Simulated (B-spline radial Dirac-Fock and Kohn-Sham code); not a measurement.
## Al³⁺ 2p3/2: cross section and angular parameters

System: Al³⁺, configuration [He] 2s2 2p6; threshold 116.7 eV (orbital energy of the model). Level of theory: Dirac-Hartree-Slater photoionisation with a Latter tail; cross sections with all multipoles, angular parameters from the dipole term and its interference with E2; a radial atomic solver.

For linearly polarised light dσ/dΩ = σ/(4π) [1 + β P₂(cos θ) + (δ + γ cos²θ) sin θ cos φ], with θ from the polarisation vector and φ the angle between the beam and the projection of the electron momentum on the plane normal to the polarisation.

```
hν (eV)   σ (kb)      β       γ      δ
    129     3100  1.086  -0.013  0.011
    200     1450  1.439   0.064  0.013
    277      676  1.487   0.129  0.014
    283      641  1.487   0.134  0.015
    426      217  1.445   0.237  0.020
    680     56.8  1.305   0.363  0.030
    713     49.2  1.287   0.376  0.031
   1000     17.3  1.144   0.466  0.044
 1253.6     8.46  1.041   0.523  0.056
   1790     2.62  0.868   0.612  0.081
   2000     1.80  0.814   0.638  0.091
   2160     1.38  0.778   0.656  0.098
   2670    0.664  0.679   0.700  0.119
   3060    0.410  0.618   0.726  0.135
   3380    0.288  0.576   0.745  0.147
   3420    0.276  0.571   0.747  0.149
   4800   0.0808  0.443   0.813  0.197
   7370   0.0164  0.308   0.920  0.270
 9251.7  0.00685  0.242   0.979  0.317
  13500        ?      ?       ?      ?
  15000  0.00103  0.117   1.082  0.435
```

Question: Give the values at 13500 eV.

Answer: σ = 0.00157 kb, β = 0.142, γ = 1.061, δ = 0.407.

Values without a named source are computed, but for edge energies of neutral atoms, which are taken from tables.
